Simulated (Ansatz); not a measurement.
Cu₄Te₂. Total charge 0; singlet. Geometry PBE-D4/def2-SVP, basis def2-TZVP, Ansatz.

```xyz
6

Cu    0.491    1.500    0.471
Cu    1.340   -0.658    0.697
Cu   -0.491   -1.499   -0.472
Cu   -1.340    0.658   -0.696
Te   -1.052   -0.225    1.811
Te    1.052    0.225   -1.811
```

```
run  HOMO (eV)  LUMO (eV)
  A      -5.47      -2.37
  B      -4.54      -3.17
  C      -4.60      -2.97
  D      -4.79      -3.42
```

In the def2 sets Te takes a core potential; there is no spin–orbit coupling. The structure comes from a short search, and lower isomers may exist.

The runs used LDA (SPW92), PBE, PBE0, r2SCAN. Estimate which is which.

A PBE0 (25 % exact exchange); B PBE (0 % exact exchange); C r2SCAN (0 % exact exchange); D LDA (SPW92) (0 % exact exchange). Exact exchange lowers occupied and raises empty levels; among semilocal functionals meta-GGAs tend to open the gap a little, and such runs are hard to tell apart. The gap grows from 1.36 eV (PBE) to 3.10 eV (PBE0).
